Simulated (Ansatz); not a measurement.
FH$_{6}$NOSiSn (`[NH2][SnH]([OH])[SiH2]F`), relaxed with RKS PBE-D4/def2-SVP in Ansatz from a rough embedded geometry. The force threshold is 0.03 eV/Å; the program also tests the step.

Charge 0, multiplicity 1. Sn: def2 effective core potential.

Start:

```xyz
11

N    -1.260    1.413    1.065
Sn   -0.200    0.730   -0.481
O     1.452    1.779   -0.635
Si    0.423   -1.681   -0.087
F     1.227   -1.823    1.338
H    -0.727    1.299    1.976
H    -2.115    0.834    1.182
H    -1.081    0.901   -1.956
H     2.033    1.243   -1.266
H     1.154   -2.221   -1.185
H    -0.906   -2.475    0.048
```

```csv
step,energy (eV),largest force (eV/Å),largest move (Å)
1,-20043.6150,1.951,0.000
2,-20043.9293,0.605,0.195
3,-20043.9621,0.296,0.170
4,-20043.9702,0.281,0.123
5,-20043.9786,0.144,0.037
6 (rejected),-20043.9782,0.384,0.107
7,-20043.9823,0.061,0.052
8,-20043.9861,0.067,0.100
9 (rejected),-20043.9860,0.285,0.082
10,-20043.9875,0.015,0.041
11,-20043.9883,0.069,0.073
12 (rejected),-20043.9869,0.136,0.052
13,-20043.9889,0.013,0.026
14,-20043.9893,0.023,0.045
15,-20043.9894,0.069,0.061
16,-20043.9896,0.055,0.007
17,-20043.9897,0.048,0.007
18,-20043.9899,0.030,0.024
```

End:

```xyz
11

N    -1.133    1.586    1.130
Sn   -0.308    0.649   -0.511
O     1.330    1.774   -0.869
Si    0.446   -1.823   -0.146
F     1.056   -1.903    1.384
H    -0.716    1.251    2.009
H    -2.145    1.411    1.194
H    -1.434    0.907   -1.805
H     2.097    1.197   -1.044
H     1.522   -2.268   -1.103
H    -0.714   -2.781   -0.240
```

It took 34 s on 2 threads of an AMD EPYC 7R13 on a shared host, with 0.19 GiB of host memory at the peak.
